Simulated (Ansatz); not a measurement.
Molecule: sum formula AlN2H4F, net charge 0, singlet state. 
Structure (B3LYP-D3(BJ)/def2-TZVP (Ansatz, a first-principles code) minimum search):
```
Al
F 1 1.6569
N 1 1.7617 2 118.11
H 3 1.0068 1 125.59 2 180.00
H 3 1.0072 4 110.45 1 180.00
N 1 1.7617 2 118.11 3 -180.00
H 6 1.0068 1 125.59 2 180.00
H 6 1.0072 7 110.45 1 180.00
```
Charge 0, spin multiplicity 1.

Basis-set convergence of Hartree-Fock and CCSD(T) correlation energies (hartree) with Ansatz. Correlated levels leave the core frozen unless marked. Spin-orbit coupling is left out. Non-relativistic.

| basis | functions | E(HF) | E(corr, CCSD(T)) |
|---|---|---|---|
| aug-cc-pV(D+d)Z | 137 | -452.78789 | -0.67947 |
| aug-cc-pV(T+d)Z | 285 | -452.85599 | -0.82292 |
| aug-cc-pV(Q+d)Z | 513 | -452.87308 | -0.86960 |

Extrapolating the two largest sets (X = 3 and 4) as X^-3: E(corr) = (64·(-0.86960) - 27·(-0.82292))/37 = -0.9037 Eh, an estimate of the basis-set limit. The largest set recovers 96.2 % of it, the smallest 75.2 %.
